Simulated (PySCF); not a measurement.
How methods differ on the excitation energy of P

P [Ne] 3s2 3p3 (4S) → P [Ne] 3s1 3p4 (4P), as a difference of total energies. Calculation: PySCF 2.14, in def2-TZVPPD (6s5p4d1f, 48 functions); the non-relativistic Hamiltonian (point nucleus). Correlated levels: valence: [Ne] frozen. The calculations carry no spin-orbit coupling.

```csv
method,excitation energy (cm⁻¹),error (cm⁻¹)
UHF,63999,+4356
MP2 (valence),64738,+5096
SCS-MP2 (valence),64920,+5277
CCSD (valence),61025,+1382
CCSD(T) (valence),59714,+72
```

Reference: 59643 cm⁻¹ (measured; NIST levels, between the centres of gravity of the two terms).

Errors of the correlated levels include the incompleteness of this basis and the frozen core.

The coupled-cluster amplitudes are large for the upper state (T1 above 0.03 or a double amplitude above 0.15), so a single reference is strained.
